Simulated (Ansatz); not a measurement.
Molecular dynamics of C3H9NSSi

The input (input.yaml):

```yaml
crystal:
  periodic: [false, false, false]
  atoms:
    - { symbol: C, position_ang: [-0.089602, -0.640319, 1.385346] }
    - { symbol: C, position_ang: [0.747684, -0.265642, 0.132237] }
    - { symbol: "N", position_ang: [1.518974, -1.421105, -0.468455] }
    - { symbol: Si, position_ang: [-0.317807, 0.512517, -1.21921] }
    - { symbol: C, position_ang: [-1.305354, 1.977986, -0.57479] }
    - { symbol: S, position_ang: [-1.587778, 2.405716, 0.954193] }
    - { symbol: H, position_ang: [0.553941, -1.022937, 2.189114] }
    - { symbol: H, position_ang: [-0.832531, -1.412782, 1.144369] }
    - { symbol: H, position_ang: [-0.621984, 0.253287, 1.747243] }
    - { symbol: H, position_ang: [1.502811, 0.476287, 0.443085] }
    - { symbol: H, position_ang: [2.084988, -1.81398, 0.334567] }
    - { symbol: H, position_ang: [0.797551, -2.18217, -0.607124] }
    - { symbol: H, position_ang: [0.504523, 0.96675, -2.317157] }
    - { symbol: H, position_ang: [-1.246196, -0.477553, -1.721556] }
    - { symbol: H, position_ang: [-1.731118, 2.593146, -1.392662] }
basis:
  gaussian: { orbitals: STO-3G }
hamiltonian:
  xc: pbe0
  dispersion: d4
md:
  timestep: 0.5
  n_steps: 100
  ensemble: nve_milne
  temperature: 500.0
  initial_velocities: maxwell_boltzmann
  seed: 487161
scf:
  lower_state_search: "off"
```

Command:

```bash
$ ansatz run input.yaml --threads 1 --pin off --max-ram 2048MiB --backend cpu --events-out ev --progress --plain --runs-dir out
```

It starts from a relaxed structure.

Output, in part (step lines, the closing report, with atoms numbered from 0):

```
md step     0: t =     0.00 fs  T =   500.0 K  F+E_penalty+E_count = -23178.80371982 eV  E_kin = 0.840190 eV  conserved = -23177.96352983 eV  (13 SCF iters)
[... lines left out ...]
Total energy: -23178.45774463 eV, -851.7926111924 hartree
Atom 0 at    -0.201629    -0.791179     1.323042 Å, force     0.964006    -2.485259     1.070665 eV/Å
Atom 1 at     0.694664    -0.293025     0.181056 Å, force     1.151157     0.113724    -0.104045 eV/Å
Atom 2 at     1.654251    -1.318966    -0.444291 Å, force    -0.202921     0.787317     0.118961 eV/Å
Atom 3 at    -0.334256     0.535660    -1.204525 Å, force     0.487029    -0.586021    -0.180814 eV/Å
Atom 4 at    -1.508207     1.825013    -0.559528 Å, force    -0.030004     0.807425     1.483005 eV/Å
Atom 5 at    -1.468582     2.495571     0.926808 Å, force     0.021193    -0.224798    -0.699446 eV/Å
Atom 6 at     0.327889    -1.304408     2.199368 Å, force    -0.368808     0.811746    -1.528421 eV/Å
Atom 7 at    -0.950496    -1.497159     0.962499 Å, force    -0.145255    -0.367095    -0.202421 eV/Å
Atom 8 at    -0.743563     0.014626     1.736837 Å, force    -0.882754     1.710600     0.735165 eV/Å
Atom 9 at     1.367604     0.472826     0.615006 Å, force    -0.180393     0.046587    -0.138147 eV/Å
Atom 10 at     2.186137    -1.809442     0.324375 Å, force     0.086981     0.617270     0.579494 eV/Å
Atom 11 at     1.038705    -2.106034    -0.701651 Å, force    -0.951586    -0.892883    -0.747642 eV/Å
Atom 12 at     0.603392     0.970853    -2.226610 Å, force    -0.284736     0.200235     0.109737 eV/Å
Atom 13 at    -1.261904    -0.392973    -1.792107 Å, force     0.151048    -0.451577    -0.167071 eV/Å
Atom 14 at    -2.384552     2.056411    -1.192939 Å, force     0.185041    -0.087272    -0.329023 eV/Å
Dipole moment:    -0.172541    -0.176900     0.074880 e Å
```

The steps, from the saved trajectory:

```csv
time (fs),T (K),potential energy less start (eV),conserved less start (meV/atom)
0.0,500,0.000,0.00
1.5,370,0.219,-0.02
3.0,314,0.312,0.01
4.5,343,0.264,0.03
6.0,219,0.472,0.02
7.5,188,0.525,-0.01
9.0,286,0.359,-0.02
10.5,223,0.465,-0.02
12.0,177,0.542,0.00
13.5,250,0.421,0.02
15.0,178,0.541,0.02
16.5,140,0.605,0.00
18.0,263,0.398,-0.02
19.5,284,0.363,-0.02
21.0,250,0.420,-0.01
22.5,342,0.267,0.02
24.0,327,0.291,0.02
25.5,272,0.383,0.00
27.0,309,0.321,-0.01
28.5,313,0.314,-0.02
30.0,268,0.390,-0.01
31.5,307,0.325,0.01
33.0,294,0.347,0.01
34.5,245,0.429,0.01
36.0,246,0.427,0.00
37.5,252,0.416,-0.01
39.0,218,0.475,-0.01
40.5,240,0.438,0.00
42.0,249,0.422,0.00
43.5,277,0.374,0.01
45.0,271,0.384,0.00
46.5,253,0.414,0.00
48.0,273,0.382,-0.01
49.5,303,0.332,0.00
```

The run went to its last step. The conserved energy stayed within 0.034 meV per atom of its start (net change -0.0089 meV per atom), so the integration is sound. A run of 0.05 ps of so small a system gives no equilibrium averages. Limits of this set-up: minimal basis.

The same pairs are bonded in the first frame and the last. Pairs count as bonded within 1.25 times the sum of covalent radii (0.12 Å more for H–H).

Last frame:

```xyz
15
Properties=species:S:1:pos:R:3
C -0.202 -0.791 1.323
C 0.695 -0.293 0.181
N 1.654 -1.319 -0.444
Si -0.334 0.536 -1.204
C -1.508 1.825 -0.559
S -1.469 2.496 0.927
H 0.328 -1.304 2.199
H -0.951 -1.497 0.963
H -0.744 0.015 1.737
H 1.368 0.473 0.615
H 2.186 -1.809 0.324
H 1.039 -2.106 -0.702
H 0.603 0.971 -2.227
H -1.262 -0.393 -1.792
H -2.385 2.056 -1.193
```

The run took 4.4 min on 1 thread of Arm Neoverse V2 (shared host), peak memory 0.11 GiB.
